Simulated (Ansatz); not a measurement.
Reaction (redistribution): `[CH3][Al]([SH])[SH]` + `[NH2][Ge][NH2]` → `[NH2][Al]([SH])[SH]` + `[CH3][Ge][NH2]`

Calculated with Ansatz (gas phase, PBE0-D4/def2-TZVP geometries, no zero-point term in ΔE). CBS: MP2 limit from def2 TZ/QZ plus the TZ coupled-cluster correction, frozen cores. This one scheme is used for every species. DFT in def2-TZVPP. B3LYP here is the variant with VWN-RPA as its local correlation; programs differ in this. For Ge outer-core shells are correlated without core-valence functions, which leaves a few kJ/mol of doubt a bond. Scalar relativity is left out up to krypton. One conformer a species, not always the lowest.

`[CH3][Al]([SH])[SH]`:

Cartesian coordinates in Å:
```
C -0.752 0.638 0.744
Al 0.437 -0.356 -0.428
S 0.460 -2.540 -0.494
S 1.857 0.583 -1.797
H -0.630 0.319 1.783
H -1.797 0.460 0.473
H -0.573 1.715 0.698
H -0.500 -2.641 0.442
H 1.499 1.823 -1.423
```

`[NH2][Ge][NH2]`:

Cartesian coordinates in Å:
```
N -0.267 0.907 0.994
Ge -0.146 -0.908 0.823
N 0.258 -0.946 -0.959
H -0.483 1.328 1.882
H -0.132 1.593 0.268
H 0.360 -0.154 -1.573
H 0.410 -1.820 -1.435
```

`[NH2][Al]([SH])[SH]`:

Z-matrix (Å, degrees):
```
N
Al 1 1.759
H 1 1.006 2 125.5
H 1 1.007 2 124.2 3 179.6
S 2 2.184 1 122.1 3 0.7
S 2 2.181 1 119.0 3 -179.3
H 5 1.344 2 93.2 1 0.8
H 6 1.344 2 92.7 1 -179.1
```

`[CH3][Ge][NH2]`:

```xyz
8

C    -0.037    0.435    1.168
Ge    1.276    0.259   -0.332
N     0.111   -0.525   -1.489
H    -0.953    0.927    0.829
H     0.379    1.005    2.000
H    -0.304   -0.561    1.537
H     0.386   -0.806   -2.416
H    -0.858   -0.734   -1.296
```

```
             level  ΔE (kcal/mol)  difference from CCSD(T)/CBS
            PBE-D4           -1.8                          1.7
           ωB97M-V           -2.6                          0.9
               PBE           -1.7                          1.8
            r2SCAN           -2.4                          1.1
              PBE0           -2.2                          1.3
             B3LYP           -2.7                          0.8
   CCSD/def2-TZVPP           -4.1                         -0.6
CCSD(T)/def2-TZVPP           -3.8                         -0.3
     HF/def2-QZVPP           -3.9                         -0.4
     MP2/CBS(def2)           -3.2                          0.3
       CCSD(T)/CBS           -3.5                            0
```

Largest T1 diagnostic among the species: 0.014.
